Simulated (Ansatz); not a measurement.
Reaction (hydrogenolysis of the Si–N bond): `O=CO[SiH2][NH][AlH2]` + H₂ → `O=CO[SiH3]` + `[NH2][AlH2]`

Isolated molecules relaxed with PBE0-D4/def2-TZVP in Ansatz; ΔE leaves out vibrations. CCSD(T)/CBS adds triple-zeta CCSD(T) − MP2 to the extrapolated MP2 energy (def2 sets, frozen cores). This one scheme is used for every species. DFT in def2-TZVPP. B3LYP here is the variant with VWN-RPA as its local correlation; programs differ in this. HSE06 is defined as in plane-wave codes. Each species was taken in one conformer, which may not be the lowest.

| level | ΔE (kJ/mol) | difference from CCSD(T)/CBS |
| --- | --- | --- |
| LDA (SPW92) | 57.2 | -4.5 |
| PBE-D4 | 56.0 | -5.7 |
| revPBE-D4 | 61.1 | -0.6 |
| r2SCAN-D4 | 62.2 | 0.5 |
| B97M-V | 57.1 | -4.6 |
| PBE0-D4 | 57.0 | -4.7 |
| B3LYP-D4 | 59.1 | -2.6 |
| r2SCANh-D4 | 62.0 | 0.3 |
| r2SCAN0-D4 | 61.7 | 0.0 |
| CAM-B3LYP-D4 | 57.2 | -4.5 |
| ωB97X-V | 57.3 | -4.4 |
| B2PLYP | 54.0 | -7.7 |
| PBE-QIDH | 58.6 | -3.1 |
| PBE | 47.4 | -14.3 |
| revPBE | 42.3 | -19.4 |
| BLYP | 42.2 | -19.5 |
| r2SCAN | 59.7 | -2.0 |
| PBE0 | 49.4 | -12.3 |
| B3LYP | 45.5 | -16.2 |
| r2SCANh | 59.3 | -2.4 |
| r2SCAN0 | 58.7 | -3.0 |
| HSE06 | 49.5 | -12.2 |
| BHLYP | 48.4 | -13.3 |
| CAM-B3LYP | 49.1 | -12.6 |
| RPA@PBE/def2-TZVPP | 57.3 | -4.4 |
| HF/def2-SVP | 39.1 | -22.6 |
| MP2/def2-SVP | 58.0 | -3.7 |
| CCSD/def2-SVP | 47.9 | -13.8 |
| CCSD(T)/def2-SVP | 50.9 | -10.8 |
| HF/def2-TZVPP | 42.9 | -18.8 |
| MP2/def2-TZVPP | 66.7 | 5.0 |
| SCS-MP2/def2-TZVPP | 60.3 | -1.4 |
| CCSD/def2-TZVPP | 55.8 | -5.9 |
| CCSD(T)/def2-TZVPP | 60.1 | -1.6 |
| HF/def2-QZVPP | 43.4 | -18.3 |
| MP2/def2-QZVPP | 67.8 | 6.1 |
| SCS-MP2/def2-QZVPP | 61.4 | -0.3 |
| HF/CBS(def2) | 43.4 | -18.3 |
| MP2/CBS(def2) | 68.2 | 6.5 |
| CCSD/CBS(def2) | 57.4 | -4.3 |
| CCSD(T)/CBS | 61.7 | 0 |

Q: What do rigid-rotor, harmonic-oscillator terms from PBE0-D4/def2-TZVP frequencies (298.15 K, 1 bar) make of the CCSD(T)/CBS value? (An estimate is asked.)

A: Ansatz gave: ΔZPE = +15.2 kJ/mol, ΔH = +72.3 kJ/mol, ΔS = 40 J/(mol·K), ΔG = +60.5 kJ/mol.

Largest T1 diagnostic among the species: 0.016.

Leaving LDA and LC-ωPBE aside and taking each functional with its dispersion term where it has one, the values spread over 8.2 kJ/mol, from B2PLYP to r2SCAN-D4. LDA lies +9.8 kJ/mol from PBE without D4. The D4 term adds +13.6 kJ/mol with B3LYP and +7.7 kJ/mol with PBE0; it sums over pairs of atoms, weighted by their polarisabilities, and B3LYP, whose exchange is more repulsive, gets the larger term.

CCSD(T)/CBS has its own doubt, a few kJ/mol and more with outer-core shells, so smaller differences from it don't rank the levels.
